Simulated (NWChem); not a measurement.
System: C$_{3}$H$_{6}$OS; SMILES CSCC=O

Here is an NWChem input.

```
start job
memory heap 200 mb stack 900 mb global 1100 mb
geometry units angstroms noautosym nocenter noautoz
  C     -1.322001    -1.184345     0.186467
  S      0.438554    -1.199366    -0.215841
  C      0.951904     0.354497     0.581167
  C      0.387911     1.467862    -0.255167
  O     -0.607581     2.081671     0.028738
  H     -1.484167    -1.332044     1.264408
  H     -1.773834    -2.022618    -0.361923
  H     -1.800859    -0.247103    -0.133539
  H      2.052309     0.352131     0.564044
  H      0.586919     0.410106     1.617948
  H      0.924150     1.637706    -1.224112
end
basis spherical
  * library def2-svp
end
dft
  xc pbe0
  iterations 150
end
cosmo
  do_cosmo_smd true
  solvent water
end
task dft energy
```

Parts of the log:

```
             Northwest Computational Chemistry Package (NWChem) 7.3.0
             --------------------------------------------------------

                             Geometry "geometry" -> ""
                             -------------------------

 Output coordinates in angstroms (scale by  1.889725989 to convert to a.u.)

  No.       Tag          Charge          X              Y              Z
 ---- ---------------- ---------- -------------- -------------- --------------
    1 C                    6.0000    -1.32200100    -1.18434500     0.18646700
    2 S                   16.0000     0.43855400    -1.19936600    -0.21584100
    3 C                    6.0000     0.95190400     0.35449700     0.58116700
    4 C                    6.0000     0.38791100     1.46786200    -0.25516700
    5 O                    8.0000    -0.60758100     2.08167100     0.02873800
    6 H                    1.0000    -1.48416700    -1.33204400     1.26440800
    7 H                    1.0000    -1.77383400    -2.02261800    -0.36192300
    8 H                    1.0000    -1.80085900    -0.24710300    -0.13353900
    9 H                    1.0000     2.05230900     0.35213100     0.56404400
   10 H                    1.0000     0.58691900     0.41010600     1.61794800
   11 H                    1.0000     0.92415000     1.63770600    -1.22411200

 Effective nuclear repulsion energy (a.u.)     221.6643144462

                                 NWChem DFT Module
                                 -----------------

 Summary of "ao basis" -> "ao basis" (spherical)
 ------------------------------------------------------------------------------
       Tag                 Description            Shells   Functions and Types
 ---------------- ------------------------------  ------  ---------------------
 C                          def2-svp                 6       14   3s2p1d
 S                          def2-svp                 8       18   4s3p1d
 O                          def2-svp                 6       14   3s2p1d
 H                          def2-svp                 3        5   2s1p

 in cosmo_initialize ...
 calling solv_data for solv:h2o

 solvent parameters
 solvname_short: h2o
 solvname_long:  water
 dielec:       78.4000
 dielecinf:     1.7769
 aqueous SMD model solvent descriptors
 dielec:       78.4000
 sola:          0.8200

          ---------------
          -cosmo- solvent
          ---------------
 Cosmo: York-Karplus, doi: 10.1021/jp992097l
 dielectric constant -eps-     =  78.40
 screen = (eps-1)/(eps    )    =   0.98724
 surface charge correction     = lagrangian

   van der Waals surface
 --------------------------

 ---------- ATOMIC COORDINATES (A.U.) ------------ VDWR(ANG.) --
     1   -2.49821965   -2.23808753    0.35237154     1.850
     2    0.82874689   -2.26647310   -0.40788035     2.490
     3    1.79883773    0.66990219    1.09824638     1.850
     4    0.73304550    2.77385697   -0.48219571     1.850
     5   -1.14816161    3.93378779    0.05430695     1.520
     6   -2.80466895   -2.51719816    2.38938466     1.200
     7   -3.35206021   -3.82219380   -0.68393530     1.200
     8   -3.40313005   -0.46695696   -0.25235212     1.200
     9    3.87830165    0.66543110    1.06588861     1.200
    10    1.10911609    0.77498797    3.05747838     1.200
    11    1.74639027    3.09481559   -2.31323626     1.200
 number of segments per atom =        128
 number of   points per atom =        128
 atom (   nspa,  nppa )
 ----------------------
    1 (     46,     0 )       0
    2 (     82,     0 )       0
    3 (     26,     0 )       0
    4 (     45,     0 )       0
    5 (     77,     0 )       0
    6 (     49,     0 )       0
    7 (     49,     0 )       0
    8 (     48,     0 )       0
    9 (     47,     0 )       0
   10 (     51,     0 )       0
   11 (     56,     0 )       0
 number of -cosmo- surface points =      576
 molecular surface =    126.766 angstrom**2
 molecular volume  =    115.687 angstrom**3
 -lineq- algorithm             =   0
 -bem- low  level              =   3
 -bem- from -octahedral-
 gaussian surface charge width =   4.50000
 degree of switching           =   1.00000
 switching function tolerance  =   0.00010
 atomic radii =
 --------------
    1  6.000  1.850
    2 16.000  2.490
    3  6.000  1.850
    4  6.000  1.850
    5  8.000  1.520
    6  1.000  1.200
    7  1.000  1.200
    8  1.000  1.200
    9  1.000  1.200
   10  1.000  1.200
   11  1.000  1.200
 ...... end of -cosmo- initialization ......

 nat:                    11
 ixmem:                  6636
 calling mnsol_interface()
 G(SMD-CDS) energy (kcal/mol)  =     3.812
 SMD-CDS SASA (angstrom**2)    =   147.438

            General Information
            -------------------
          SCF calculation type: DFT
          Wavefunction type:  closed shell.
          No. of atoms     :    11
          No. of electrons :    48
           Alpha electrons :    24
            Beta electrons :    24
          Charge           :     0
          Spin multiplicity:     1
          Use of symmetry is: off; symmetry adaption is: off
          Maximum number of iterations: 150
          AO basis - number of functions:   104
                     number of shells:    50
          Convergence on energy requested:  1.00D-06
          Convergence on density requested:  1.00D-05
          Convergence on gradient requested:  5.00D-04

              XC Information
              --------------
                         PBE0 Method XC Functional
                     Hartree-Fock (Exact) Exchange  0.250
          PerdewBurkeErnzerhof Exchange Functional  0.750
            Perdew 1991 LDA Correlation Functional  1.000 local
           PerdewBurkeErnz. Correlation Functional  1.000 non-local

             Grid Information
             ----------------
          Grid used for XC integration:  medium
          Radial quadrature: Mura-Knowles
          Angular quadrature: Lebedev.
          Tag              B.-S. Rad. Rad. Pts. Rad. Cut. Ang. Pts.
          ---              ---------- --------- --------- ---------
          C                   0.70       49          11.0       434
          S                   1.00       88           9.0       590
          O                   0.60       49          11.0       434
          H                   0.35       45          12.0       434
          Grid pruning is: on
          Number of quadrature shells:   554
          Spatial weights used:  Erf1

      Superposition of Atomic Density Guess
      -------------------------------------

 Sum of atomic energies:        -587.90857795

      Non-variational initial energy
      ------------------------------

 Total energy =    -590.432040
 1-e energy   =   -1247.156284
 2-e energy   =     435.059930
 HOMO         =      -0.255224
 LUMO         =      -0.026667

   convergence    iter        energy       DeltaE   RMS-Dens  Diis-err
 ---------------- ----- ----------------- --------- --------- ---------
     COSMO gas phase
 d= 0,ls=0.0,diis     1   -590.5849569260 -8.12D+02  1.88D-02  9.18D-01
 d= 0,ls=0.0,diis     2   -590.3206285412  2.64D-01  1.33D-02  3.69D+00
 d= 0,ls=0.0,diis     3   -590.6955333296 -3.75D-01  1.49D-03  2.06D-02
 d= 0,ls=0.0,diis     4   -590.6968014047 -1.27D-03  7.80D-04  7.66D-03
 d= 0,ls=0.0,diis     5   -590.6977432707 -9.42D-04  1.48D-04  2.49D-04
  Resetting Diis
 d= 0,ls=0.0,diis     6   -590.6977750021 -3.17D-05  3.92D-05  1.55D-05
 d= 0,ls=0.0,diis     7   -590.6977769972 -2.00D-06  2.34D-05  1.02D-06
 d= 0,ls=0.0,diis     8   -590.6977768327  1.65D-07  1.10D-05  2.81D-06
 d= 0,ls=0.0,diis     9   -590.6977771122 -2.80D-07  2.09D-06  7.62D-08

   convergence    iter        energy       DeltaE   RMS-Dens  Diis-err
 ---------------- ----- ----------------- --------- --------- ---------
     COSMO solvation phase
 d= 0,ls=0.0,diis     1   -590.7012527286 -3.48D-03  2.25D-03  5.55D-03
 d= 0,ls=0.0,diis     2   -590.7021933028 -9.41D-04  5.34D-04  9.37D-03
 d= 0,ls=0.0,diis     3   -590.7030388761 -8.46D-04  1.90D-04  2.17D-04
 d= 0,ls=0.0,diis     4   -590.7030672684 -2.84D-05  5.80D-05  2.59D-05
 d= 0,ls=0.0,diis     5   -590.7030703793 -3.11D-06  1.47D-05  1.69D-06
 d= 0,ls=0.0,diis     6   -590.7030706110 -2.32D-07  2.67D-06  4.50D-08

         Total DFT energy =     -590.703070611037
      One electron energy =    -1250.958919607413
           Coulomb energy =      490.970886934250
    Exchange-Corr. energy =      -52.381384311998
 Nuclear repulsion energy =      221.664314446227

             COSMO energy =        0.002031927898

 Numeric. integr. density =       47.999988471828

                                COSMO-SMD solvation results
                                ---------------------------

             internal energy in gas <Psi(g)|H|Psi(g)> =      -590.697777112182
         internal energy in solvent <Psi(s)|H|Psi(s)> =      -590.695494806835
                               delta internal energy  =         0.002282305348 (    1.43 kcal/mol)
   total free energy in solvent <Psi(s)|H+V/2|Psi(s)> =      -590.709144955252
 polarization energy contribution <Psi(s)|V/2|Psi(s)> =        -0.013650148417 (   -8.57 kcal/mol)
    total free energy in solvent including G(SMD-CDS) =      -590.703070611037
                       G(SMD-CDS) energy contribution =         0.006074344215 (    3.81 kcal/mol)
     1 M fixed-concentration free energy of solvation =        -0.005293498855 (   -3.32 kcal/mol)

                       DFT Final Molecular Orbital Analysis
                       ------------------------------------

 Vector   22  Occ=2.000000D+00  E=-3.394787D-01
              MO Center=  2.3D-01, -7.7D-01, -8.1D-02, r^2= 3.2D+00
   Bfn.  Coefficient  Atom+Function         Bfn.  Coefficient  Atom+Function
  ----- ------------  ---------------      ----- ------------  ---------------
    18      0.285935   2 S  s                26     -0.272741   2 S  py
    25      0.239695   2 S  px               23     -0.233689   2 S  py
     4     -0.199853   1 C  px               17      0.200257   2 S  s
    22      0.198942   2 S  px               38      0.177748   3 C  pz
    35     -0.171405   3 C  s                27     -0.168549   2 S  pz

 Vector   23  Occ=2.000000D+00  E=-2.867796D-01
              MO Center= -6.9D-02,  1.3D+00, -1.1D-01, r^2= 3.0D+00
   Bfn.  Coefficient  Atom+Function         Bfn.  Coefficient  Atom+Function
  ----- ------------  ---------------      ----- ------------  ---------------
    66      0.436118   5 O  pz               69      0.327002   5 O  pz
    65     -0.258628   5 O  py              100      0.236254  11 H  s
    27      0.230553   2 S  pz               68     -0.207042   5 O  py
    37     -0.200610   3 C  py               35     -0.197727   3 C  s
    24      0.182401   2 S  pz               40     -0.165266   3 C  py

 Vector   24  Occ=2.000000D+00  E=-2.432073D-01
              MO Center=  2.6D-01, -7.2D-01, -1.1D-01, r^2= 2.9D+00
   Bfn.  Coefficient  Atom+Function         Bfn.  Coefficient  Atom+Function
  ----- ------------  ---------------      ----- ------------  ---------------
    27      0.512786   2 S  pz               24      0.342624   2 S  pz
    26     -0.333207   2 S  py               23     -0.209287   2 S  py
    21      0.194722   2 S  pz               66     -0.173248   5 O  pz
    69     -0.144709   5 O  pz               75     -0.124060   6 H  s
    20     -0.119824   2 S  py               25      0.117245   2 S  px

 Vector   25  Occ=0.000000D+00  E=-3.106571D-02
              MO Center=  2.2D-01,  1.2D+00, -1.4D-01, r^2= 2.6D+00
   Bfn.  Coefficient  Atom+Function         Bfn.  Coefficient  Atom+Function
  ----- ------------  ---------------      ----- ------------  ---------------
    54      0.380488   4 C  py               26      0.370071   2 S  py
    51      0.348345   4 C  py               53      0.310055   4 C  px
    68     -0.301065   5 O  py               50      0.278861   4 C  px
    65     -0.267778   5 O  py               67     -0.232813   5 O  px
    52      0.226905   4 C  pz               64     -0.221428   5 O  px

 Vector   26  Occ=0.000000D+00  E= 5.705548D-02
              MO Center=  4.0D-02, -8.6D-01,  1.8D-02, r^2= 4.4D+00
   Bfn.  Coefficient  Atom+Function         Bfn.  Coefficient  Atom+Function
  ----- ------------  ---------------      ----- ------------  ---------------
     3      1.497575   1 C  s                35     -1.211943   3 C  s
    25      0.902888   2 S  px               86     -0.533413   8 H  s
    96      0.461818  10 H  s                76     -0.457959   6 H  s
    91      0.442397   9 H  s                26      0.428254   2 S  py
    81     -0.427606   7 H  s                 7      0.361053   1 C  px

 Vector   27  Occ=0.000000D+00  E= 8.659787D-02
              MO Center= -2.8D-01, -5.9D-01,  6.9D-01, r^2= 6.5D+00
   Bfn.  Coefficient  Atom+Function         Bfn.  Coefficient  Atom+Function
  ----- ------------  ---------------      ----- ------------  ---------------
    35      2.050676   3 C  s                 3      1.944218   1 C  s
    18     -0.991042   2 S  s                76     -0.919705   6 H  s
    96     -0.841481  10 H  s                91     -0.789171   9 H  s
    81     -0.783737   7 H  s                86     -0.600355   8 H  s
    49     -0.556116   4 C  s                26     -0.501819   2 S  py

     Multipole analysis of the density
     ---------------------------------

     L   x y z        total         alpha         beta         nuclear
     -   - - -        -----         -----         ----         -------
     0   0 0 0     -0.000000    -24.000000    -24.000000     48.000000

     1   1 0 0      0.534828     -0.457880     -0.457880      1.450588
     1   0 1 0     -0.516346     -0.342997     -0.342997      0.169648
     1   0 0 1      0.224391     -1.378870     -1.378870      2.982131

     2   2 0 0    -25.634171    -78.630085    -78.630085    131.626000
     2   1 1 0      5.678524     -5.709658     -5.709658     17.097841
     2   1 0 1      0.279608      0.900536      0.900536     -1.521464
     2   0 2 0    -32.516812   -174.601010   -174.601010    316.685208
     2   0 1 1     -0.731974     -0.763306     -0.763306      0.794639
     2   0 0 2    -27.373062    -30.755711    -30.755711     34.138360
```

Level: PBE0/def2-SVP, SMD on the gas-phase geometry. Structure relaxed at the PBE0/def2-SVP level. Solvent: water.
